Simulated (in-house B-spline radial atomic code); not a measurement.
# Ionising Ga V (Ga4+) with different functionals

Computed with a B-spline radial code for spherical atoms: four-component Dirac-Coulomb Hamiltonian, Fermi nucleus of rms radius 3.9973 fm, spin-restricted, spherical fractional occupations for the functionals, and exact exchange of hybrids averaged over the configuration. The ionisation energy is the difference of two self-consistent energies, [Ar] 3d9 → [Ar] 3d8, without Breit or QED terms; ε is the level of the shell that loses the electron (mean over j). The electron is taken from both j subshells in proportion to 2j + 1, so the result is a j average, not the step between ground levels.

```csv
method,rung,ΔSCF (eV),-ε(3d) (eV)
BHandHLYP,global hybrid,?,?
wB97X,range-separated hybrid,87.79,81.45
CAM-B3LYP,range-separated hybrid,88.22,80.89
HSE06,range-separated hybrid,?,?
```

Question: What does HSE06 give?

Answer: ΔSCF 88.01 eV, and -ε(3d) = 79.01 eV.

Question: What does BHandHLYP give?

Answer: ΔSCF 87.71 eV, and -ε(3d) = 83.20 eV.

Question: Among the functionals, which spreads more, the ΔSCF values or the orbital energies?

Answer: The orbital energies: ΔSCF values span about 0.51 eV and the orbital energies 4.19 eV; here energy differences depend much less on the functional than eigenvalues do.

Question: How do they compare with the NIST value?

Answer: NIST lists 86.0 eV ± 0.12 (semi-empirical, ground level to ground level). Errors run from +1.70 to +2.21 eV. The correlated functionals all miss on the same side by more than they spread, so the cause is common to them (Breit-QED terms, spin polarisation, the choice among j levels, multiplet and fine-structure energies, or a listed next ion that isn't the cheapest removal here) and closeness doesn't rank the functionals.
